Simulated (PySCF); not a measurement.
Compound: CSe₂.
Bonds: Se1–C2 (double), C2–Se3 (double).

Method: PBE0-D3(BJ)/def2-SVP geometry optimisation, gas phase in PySCF; density fitting, grid level 1; the optimiser is geomeTRIC in internal coordinates, started from a GFN2-xTB structure with every atom displaced at random (about 0.01 Å).

Step 0: E = -131702.2083 eV
```
atom  x, y, z in Å  |  force x, y, z in eV/Å
Se1    -1.6557    0.1541   -0.0018   -1.762   0.083   0.005
C2     -0.0019    0.0980   -0.0063    0.564  -0.050  -0.002
Se3     1.6636    0.0234   -0.0111    1.198  -0.033  -0.003
```

Task: Estimate the geometry and energy of step 1. (The exact step hangs on the optimiser's Hessian estimate; all steps are aligned on step 0, rigid shifts and turns removed.)

Result: E = -131702.2529 eV, largest force 0.190 eV/Å
```
atom  x, y, z in Å  |  force x, y, z in eV/Å
Se1    -1.6912    0.1579   -0.0017    0.190  -0.002   0.000
C2      0.0029    0.0931   -0.0064   -0.093  -0.005   0.000
Se3     1.6944    0.0245   -0.0111   -0.097   0.007   0.000
```

The energy changes by -0.0446 eV. The first-order estimate −F·Δx gives -0.1027 eV and the mean of the old and new forces, exact on a quadratic surface, -0.0463 eV. The step makes an angle of 13° with the force vector and moves no atom by more than 0.036 Å.

The cost below is that of the whole optimisation. The run took 8.0 s wall on one thread of an Intel Xeon Platinum 8488C, no GPU, shared host, and the process peaked at 0.35 GiB of memory.
